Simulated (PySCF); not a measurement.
Bonds (- single, = double, # triple, : aromatic): F1-Si2 1.599 Å, Si2-F3 1.599 Å, Si2-F4 1.596 Å, Si2-S5 2.094 Å. S5 carries H6.

Geometry: PBE0-D3(BJ)/def2-SVP; GIAO shifts from PySCF 2.14.0 with density-fitted response routines, gas phase, non-relativistic, averaged over equivalent atoms.

At PBE/pcSseg-2 (208 basis functions, 18 s wall time on 1 thread of an Arm Neoverse V1, shared host):
```json
{"atoms": "F1/F3/F4", "δ (ppm)": "-140.6"}
{"atoms": "Si2", "δ (ppm)": "-54.8"}
{"atoms": "S5", "δ (ppm)": "-214.1"}
{"atoms": "H6", "δ (ppm)": "0.76"}
```

References, each an isolated molecule treated in the same way: CFCl3 for 19F (σ = 142.93 ppm); 29Si (σ = 323.43 ppm), 1H (σ = 31.18 ppm) against TMS; 33S (σ = 497.38 ppm) against CS2.

Problem. What do these become at B97-2/pcSseg-2?

Solution. 
```
   atoms  δ at B97-2/pcSseg-2  change
F1/F3/F4               -129.3   +11.3
     Si2                -58.5    -3.7
      S5               -220.5    -6.4
      H6                 0.85   +0.09
```

Referencing at the same level of theory: 19F (177.41 ppm) against CFCl3; TMS for 29Si (347.59 ppm), 1H (31.36 ppm); 33S (507.25 ppm) vs CS2.

The largest change is at F1/F3/F4 (fluorine bonded to Si). Cost: 208 basis functions, 21 s wall time on 1 thread of an Arm Neoverse N1, shared host.

Unscaled 19F shifts against computed CFCl3 carry errors that often reach 10 to 50 ppm.
